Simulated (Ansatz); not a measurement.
Start from `C[O][In]([NH2])[F]` and change one atom or group to get `C[O][In]([NH2])[SH]`.

Ansatz, PBE0-D4/def2-TZVP geometries, multiplicity 1. Each molecule was computed in one conformer, which needn't be the lowest.

Elements past krypton have def2 core potentials.

| property | `C[O][In]([NH2])[F]` |
| --- | --- |
| size of the dipole moment (PBE/def2-TZVPP) / D | 2.37 |
| HOMO–LUMO gap (ωB97M-V/def2-TZVPP) / eV | 10.14 |
| ideal-gas entropy at 298 K and 1 bar (rigid rotor, harmonic PBE0-D4/def2-TZVP) / J/(mol·K) | 391 |
| HOMO–LUMO gap (PBE0/def2-TZVPP) / eV | 5.92 |
| HOMO energy (PBE0/def2-TZVPP) / eV | -7.67 |
| HOMO–LUMO gap (PBE/def2-TZVPP) / eV | 3.51 |

Question: What does the change do to each property? (Best estimate.)

Answer: Computed: 
```tsv
property	`C[O][In]([NH2])[SH]`	shift
size of the dipole moment (PBE/def2-TZVPP) / D	1.00	-1.37
HOMO–LUMO gap (ωB97M-V/def2-TZVPP) / eV	10.11	-0.03
ideal-gas entropy at 298 K and 1 bar (rigid rotor, harmonic PBE0-D4/def2-TZVP) / J/(mol·K)	411	20
HOMO–LUMO gap (PBE0/def2-TZVPP) / eV	6.03	0.11
HOMO energy (PBE0/def2-TZVPP) / eV	-7.39	0.28
HOMO–LUMO gap (PBE/def2-TZVPP) / eV	3.68	0.17
```

With PBE0 the HOMO rises by 0.28 eV and the LUMO rises by 0.40 eV, so the gap widens by about 0.12 eV. PBE moves the HOMO by 0.26 eV and ωB97M-V by 0.37 eV. The zero-point energy changes by 18.8 kJ/mol with +3 modes. Dipoles are sizes alone; their direction can turn. Modes under 60 cm⁻¹, often nearly free rotors, make the harmonic entropy too high.
